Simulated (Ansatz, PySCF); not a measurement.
Gas-phase reaction in SMILES: C=C1CCCCC1 → C=C1C[CH]CCC1 + H atom (the C-H bond at the site shown breaks; other sites are not compared here)
Geometries: B3LYP-D3(BJ)/def2-TZVP minima from Ansatz (an electronic-structure program), one conformer each, not searched for the lowest. Frequencies are from Ansatz or PySCF.

Quantity: bond dissociation energy (0 K, with B3LYP-D3(BJ) harmonic zero-point energies), in kJ/mol. Valence correlation only, unless marked. UHF or UKS for open shells. No spin-orbit coupling. No relativistic terms. CBS(X,Y): correlation extrapolated as X^-3; Hartree-Fock from the larger set. The bracket is a focal-point correction in the basis named.

RI-MP2/CBS(cc-pVTZ,cc-pVQZ)+[CCSD(T)-MP2]/cc-pVTZ (Ansatz) gives 411.3 kJ/mol.

**Question.** Another calculation gave 395.5 kJ/mol. Which level was it?
A. B97M-V/def2-TZVPD (Ansatz)
B. SVWN5/def2-TZVPD (Ansatz)
C. BLYP/def2-TZVPD (Ansatz)

**Answer.** A, B97M-V/def2-TZVPD (Ansatz). The others give 383.4 (BLYP), 432.4 (SVWN5) kJ/mol.
